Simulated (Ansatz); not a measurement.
CH8InN (`C[NH2+][InH3-]`) from Hartree–Fock to CCSD(T)

```csv
atom,x (Å),y (Å),z (Å)
C1,-0.124,-0.461,1.388
N2,0.407,-0.673,0.039
In3,-0.204,1.037,-1.493
H4,-1.211,-0.411,1.337
H5,0.165,-1.250,2.089
H6,0.237,0.497,1.763
H7,0.080,-1.555,-0.339
H8,1.419,-0.722,0.056
H9,-1.920,0.806,-1.348
H10,0.535,2.340,-0.611
H11,0.617,0.391,-2.881
```

Charge 0, multiplicity 1. Correlated methods include outer-core shells of In, which these sets cover unevenly. In: def2 effective core potential. The structure was optimised at the PBE0-D4/def2-TZVP level. Frozen core, restricted reference, Ansatz.

| basis | HF (Eh) | MP2 corr. |
| --- | --- | --- |
| def2-SVP | -286.08181 | -0.43616 |
| def2-TZVPP | -286.19823 | -0.71855 |
| def2-QZVPP | -286.20458 | -0.93449 |

Q: Estimate the CCSD correlation energy and the (T) correction in each basis where they were run (hartree).

A: 
```
     basis  CCSD corr.       (T)
  def2-SVP    -0.48771  -0.01231
def2-TZVPP    -0.75364  -0.02337
```
